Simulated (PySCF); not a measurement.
```xyz
7

N      2.5510     0.6785     0.1257
C      1.6152    -0.0092     0.0190
O      0.6478    -0.8793    -0.1134
C     -0.6698    -0.3918    -0.0625
N     -0.9022     0.8279     0.1029
H     -1.3351    -1.2533    -0.1896
H     -1.9070     1.0272     0.1179
```

Charge 0, multiplicity 1.

Q: Give the Mulliken and meta-Löwdin atomic charges from PBE-D3(BJ)/def2-TZVP in PySCF 2.14.0.

A: 
```json
[
 {"atom": "N1", "Mulliken (e)": "-0.02", "meta-Löwdin (e)": "-0.24"},
 {"atom": "C2", "Mulliken (e)": "0.02", "meta-Löwdin (e)": "0.26"},
 {"atom": "O3", "Mulliken (e)": "-0.13", "meta-Löwdin (e)": "-0.23"},
 {"atom": "C4", "Mulliken (e)": "0.00", "meta-Löwdin (e)": "0.20"},
 {"atom": "N5", "Mulliken (e)": "-0.23", "meta-Löwdin (e)": "-0.37"},
 {"atom": "H6", "Mulliken (e)": "0.13", "meta-Löwdin (e)": "0.13"},
 {"atom": "H7", "Mulliken (e)": "0.23", "meta-Löwdin (e)": "0.25"}
]
```
